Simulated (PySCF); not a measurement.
Homolysis of single bonds, series B Br-H. All species are isolated molecules in the gas phase. Strings in code marks are SMILES.

The numbers are results of PySCF 2.14.0 with B3LYP-D3(BJ)/def2-TZVP, not measurements. B3LYP has the VWN-RPA correlation part, as in Gaussian. 

```tsv
species	dipole moment (D)
whole molecule (`BrB(Br)Br`)	0.00
radical fragment (`Br[B]Br`)	0.40
radical fragment (`[Br]`)	0.00
whole molecule (`BrBBr`)	0.37
radical fragment (`[BH]Br`)	0.49
whole molecule (`BBr`)	0.57
radical fragment (`[BH2]`)	0.49
whole molecule (`B`)	0.00
```
